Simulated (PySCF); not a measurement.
# Löwdin shares of the frontier orbitals

Species: C₇H₇Cl.
Z-matrix (Å and degrees, GFN2-xTB geometry), rows numbered from 1:
```
C 
C   1  1.5047
C   2  1.5198  1  120.04
C   3  1.3295  2   94.74  1  -125.43
C   4  1.5116  3   94.21  2    -1.21
Cl  5  1.7535  2  124.30  1    -0.02
C   5  1.5116  2   86.02  1  -122.13
C   7  1.3295  5   94.23  2    -1.19
H   1  1.0879  2  110.09  3    45.50
H   1  1.0886  2  110.05  3   -74.52
H   1  1.0880  2  110.11  3   165.45
H   3  1.0729  2  130.72  1    57.59
H   4  1.0728  3  135.55  2  -178.76
H   7  1.0727  5  130.23  2  -178.85
H   8  1.0730  2  130.66  1   -57.57
```

The calculation used TDDFT PBE0/def2-SVPD, vertical, gas phase, core orbitals frozen in the response in PySCF.

Kohn–Sham orbitals with the atoms that hold most of them (Löwdin shares over 4%, at most four atoms; ? is withheld):

```csv
orbital,ε (eV),atoms
LUMO+2,0.90,"C1 19%, C8 10%, C3 10%, Cl6 10%"
LUMO+1,0.76,"C3 19%, C8 19%, C4 19%, C7 19%"
LUMO,-1.06,"C8 17%, C3 17%, C7 16%, C4 16%"
HOMO,?,?
HOMO-1,-7.47,?
HOMO-2,-8.22,"Cl6 50%, C5 13%, C4 8%, C7 8%"
HOMO-3,-8.79,"Cl6 31%, C4 10%, C7 10%, C5 10%"
```

(1) Give the leading atoms of the HOMO.

(2) Which atoms hold the HOMO-1, and with what shares?

(3) What is the HOMO energy, and the HOMO–LUMO gap?

Results:

(1) C3 (bonded to 2 C and H) 21%; C8 (bonded to 2 C and H) 21%; C4 (bonded to 2 C and H) 21%; C7 (bonded to 2 C and H) 21%.

(2) Cl6 (bonded to C) 23%; C2 (bonded to 4 C) 16%; C5 (bonded to 3 C and Cl) 15%; C7 (bonded to 2 C and H) 9%. By element: carbon 40% or more, chlorine 23%.

(3) ε(HOMO) = -7.28 eV; the gap is 6.22 eV (0.2286 hartree).

Question: How does S1 compare with the orbital gap of 6.22 eV?

Answer: S1 is at 5.07 eV (f = 0.0078), 1.15 eV below the gap, made of HOMO-1→LUMO (96%). Its leading pair isn't HOMO and LUMO; the energies of that pair differ by 6.41 eV. 

Question: One configuration dominates each of S1, S2, S3 and S5. Which, and how do the shares of the two leading atoms of either orbital change from the occupied to the empty one?

Answer: 
- S1 (5.07 eV, f 0.0078), HOMO-1→LUMO (96%): Cl6 23% → at most 16%, C2 16% → at most 16%, C8 at most 9% → 17%, C3 at most 9% → 17%
- S2 (5.09 eV, f 0.0004), HOMO→LUMO (98%): C3 21% → 17%, C8 21% → 17%
- S3 (5.79 eV, f 0.0004), HOMO-2→LUMO (98%): Cl6 50% → at most 16%, C5 13% → at most 16%, C8 at most 8% → 17%, C3 at most 8% → 17%
- S5 (6.86 eV, f 0.0004), HOMO-1→LUMO+1 (97%): Cl6 23% → at most 19%, C2 16% → at most 19%, C3 at most 9% → 19%, C8 at most 9% → 19%

Löwdin shares depend on the basis, the more so with diffuse functions.

Time: 38 s wall; peak memory 0.84 GiB. Hardware: Arm Neoverse V1, one thread, shared host with 32 logical CPUs at a one-minute load of 14.
